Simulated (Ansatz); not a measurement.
Br2Zn, charge +1, doublet, geometry from GFN2-xTB (such geometries of metal compounds can be far from the true shape) (a state made from the parent by changing its charge; the spin is typed, not shown lowest). Base run: BLYP/cc-pVDZ (Ansatz, a quantum-chemistry and plane-wave program).

Input for Ansatz:
Ansatz 0.2 input:
```yaml
crystal:
  periodic: [false, false, false]
  atoms:
    - {symbol: Zn, position_ang: [0.00000000, 0.00000000, 0.00000000]}
    - {symbol: Br, position_ang: [-0.00000000, -0.00000000, -2.37688728]}
    - {symbol: Br, position_ang: [0.00000000, 0.00000000, 2.37688728]}
basis:
  gaussian:
    orbitals: cc-pVDZ
hamiltonian:
  xc: blyp
total_charge: 1
magnetization: {spin_polarized: true, initial_magnetization: 1}
```

The base run was repeated with changes; each row names its change, and settings that it needs were set with it.

```tsv
change	E (Eh)	<S^2>	core-seconds (rough)
base	-6927.57687	0.752	10
functional = B97M-V	-6926.13702	0.755	40
functional = pbe0; dispersion = d3bjatm	-6926.57772	0.756	20
functional = pbe0	-6926.57521	0.756	20
functional = hf	-6922.38140	0.757	20
functional = hse06	-6926.58482	0.756	20
functional = BHLYP	-6927.35665	0.763	10
functional = pbe	-6926.39195	0.752	10
functional = b3lyp; dispersion = d3bjatm	-6927.53389	0.755	20
functional = wB97M-V	-6927.02037	0.754	70
functional = wB97X-V	-6926.75673	0.754	60
functional = revpbe	-6926.87254	0.752	10
functional = b3lyp5	-6927.13309	0.755	20
```

Totals shift with the method and basis; they matter in differences.
